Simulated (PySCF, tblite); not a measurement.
Compound: C₆H₁₄N₂Si.
Structure used (GFN2-xTB), in Å, numbered top down from 1:
```
atom  x, y, z in Å
C1    -1.908    1.372    0.260
C2    -1.631   -0.076    0.653
C3    -2.913   -0.903    0.617
C4    -0.579   -0.685   -0.277
N5     0.680    0.028   -0.173
C6     1.723   -0.510   -1.028
Si7    3.291    0.555   -0.847
C8     3.803    0.355    0.941
N9     4.084    0.215    2.044
H10   -2.368    1.411   -0.725
H11   -0.978    1.932    0.229
H12   -2.581    1.840    0.975
H13   -1.232   -0.092    1.674
H14   -3.658   -0.474    1.282
H15   -3.322   -0.923   -0.391
H16   -2.723   -1.928    0.930
H17   -0.919   -0.602   -1.316
H18   -0.463   -1.761   -0.049
H19    0.989    0.013    0.796
H20    1.359   -0.462   -2.059
H21    1.930   -1.577   -0.824
H22    3.015    1.976   -1.042
H23    4.396    0.040   -1.660
```

Method: PBE0/pcSseg-1 in PySCF (dipole) on a GFN2-xTB geometry, gas phase.

Take the most abundant isotopes and a rigid rotor. The values belong to one conformer with, in the numbering `[CH3:1][CH:2]([CH3:3])[CH2:4][NH:5][CH2:6][SiH2:7][C:8]#[N:9]`, C1–C2–C4–N5 62°, C2–C4–N5–C6 180°, C4–N5–C6–Si7 178°, N5–C6–Si7–C8 63°.

Q: What are A, B and C (MHz)?

A: Ia = 199.66, Ib = 965.50, Ic = 1026.53 u·Å²; 505379 MHz·u·Å²/I gives A = 2531, B = 523.4, C = 492.3 MHz.

Q: Classify the top.

A: A near-prolate asymmetric top; Ray's κ = -0.969.

Q: Is it planar, by Δ = Ic − Ia − Ib?

A: Not planar: Δ = Ic − Ia − Ib = -138.63 u·Å². For a rigid frame Δ = −2 Σ m c², so Σ m c² = 69.31 u·Å² lies off the ab plane: 23.75 from hydrogen and 45.57 from heavier atoms. The atom farthest from that plane is 2.00 Å away.

Q: Give the other two planar moments, Paa and Pbb, and the rms extents of the mass along the axes.

A: Paa = Σ m a² = (Ib + Ic − Ia)/2 = 896.18 and Pbb = Σ m b² = (Ia + Ic − Ib)/2 = 130.35 u·Å². With the mass M = 142.09 u, the rms extents √(P/M) along a, b and c are 2.51, 0.96, 0.70 Å.

Q: Which lines would a microwave search look for?

A: The dipole components are |μa| = 1.54 D, |μb| = 3.17 D, |μc| = 0.46 D. The squared components, which scale the intensities, stand as 0.24 : 1.00 : 0.02 (a : b : c). Some lines, for components of 0.1 D or more:

| type | branch | J(Ka,Kc) | MHz | lower level (cm⁻¹) |
| --- | --- | --- | --- | --- |
| a | R | 1(0,1) ← 0(0,0) | 1016 | 0.000 |
| c | Q | 3(1,3) ← 3(0,3) | 1932 | 0.203 |
| a | R | 2(1,2) ← 1(1,1) | 2000 | 0.101 |
| a | R | 2(0,2) ← 1(0,1) | 2031 | 0.034 |
| b | Q | 1(1,0) ← 1(0,1) | 2039 | 0.034 |
| a | R | 3(2,1) ← 2(2,0) | 3049 | 0.372 |
| c | R | 1(1,0) ← 0(0,0) | 3055 | 0.000 |
| c | R | 2(2,0) ← 1(1,0) | 8086 | 0.102 |
| c | R | 2(2,1) ← 1(1,1) | 8117 | 0.101 |
| c | R | 3(2,2) ← 2(1,2) | 9164 | 0.168 |

Q: Estimate the classical rotational partition function at 50 K, 200 K and 500 K.

A: Point group C1, symmetry number σ = 1; q = (√π/σ)·√((kT/h)³/(ABC)), k/h = 20836.6 MHz/K: 73800 at 50 K, 590000 at 200 K, 2330000 at 500 K.

Its GFN2-xTB frequencies are all real (lowest 26 cm⁻¹). No vibrational averaging or centrifugal distortion is included, and the geometry carries the error of its method. A rigid rotor knows nothing of inversion at nitrogen or internal rotation, which can split or shift real lines. Quadrupole hyperfine structure (14N) is left out.

The run took 65 s (with the writing of density and orbital grids) on Arm Neoverse V1, one thread, no GPU, shared host with 32 logical CPUs at a one-minute load of 18, and the process peaked at 1.1 GiB of memory. This is the PBE0/pcSseg-1 job that gave the dipole, with the shieldings it also computed.
